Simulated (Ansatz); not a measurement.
`[SH2+][In-]([Cl])([Cl])[Cl]`. Charge 0, multiplicity 1. Correlated methods include outer-core shells of In, which these sets cover unevenly. In takes the def2 core potential.

```
atom   x (Å)   y (Å)   z (Å)
  S1  -1.608   0.470  -0.330
 In2   0.802  -0.419   0.597
 Cl3   0.258  -1.170   2.715
 Cl4   1.131  -1.981  -1.094
 Cl5   1.889   1.626   0.382
  H6  -1.417  -0.145  -1.512
  H7  -1.055   1.620  -0.758
```

Give the diagnostics of a CCSD(T)/def2-TZVPP run (frozen core, Ansatz). (Best estimate.)

The calculation gave: T1 = 0.0116, largest single amplitude 0.031, largest double 0.032, (T) share of the correlation energy 3.9 %, 9 CCSD cycles. The RHF solution is stable towards an unrestricted one. T1 lies under the customary mark of 0.02 for closed shells.
